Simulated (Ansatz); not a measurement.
One change: `[SiH3]C/C=C/Cl` becomes `F/C=C/Cl`.

Ansatz, PBE0-D4/def2-TZVP geometries, multiplicity 1. Each molecule was computed in one conformer, which needn't be the lowest.

```
                                          property  `[SiH3]C/C=C/Cl`
size of the dipole moment (ωB97M-V/def2-TZVPP) / D              1.74
    size of the dipole moment (PBE/def2-TZVPP) / D              1.63
             LUMO energy (ωB97M-V/def2-TZVPP) / eV              1.79
                LUMO energy (PBE0/def2-TZVPP) / eV             -0.23
             HOMO energy (ωB97M-V/def2-TZVPP) / eV             -9.13
               HOMO–LUMO gap (PBE/def2-TZVPP) / eV              4.69
```

Q: Give the same properties after the change, and the shifts. (Estimate.)

A: Ansatz gave: 
```
                                          property  `F/C=C/Cl`  shift
size of the dipole moment (ωB97M-V/def2-TZVPP) / D        0.17  -1.57
    size of the dipole moment (PBE/def2-TZVPP) / D        0.15  -1.48
             LUMO energy (ωB97M-V/def2-TZVPP) / eV        1.99   0.20
                LUMO energy (PBE0/def2-TZVPP) / eV       -0.18   0.05
             HOMO energy (ωB97M-V/def2-TZVPP) / eV       -9.62  -0.49
               HOMO–LUMO gap (PBE/def2-TZVPP) / eV        4.99   0.30
```

With PBE0 the HOMO falls by 0.43 eV and the LUMO rises by 0.05 eV, so the gap widens by about 0.48 eV. PBE moves the HOMO by -0.30 eV and ωB97M-V by -0.49 eV. Dipoles are sizes alone; their direction can turn.
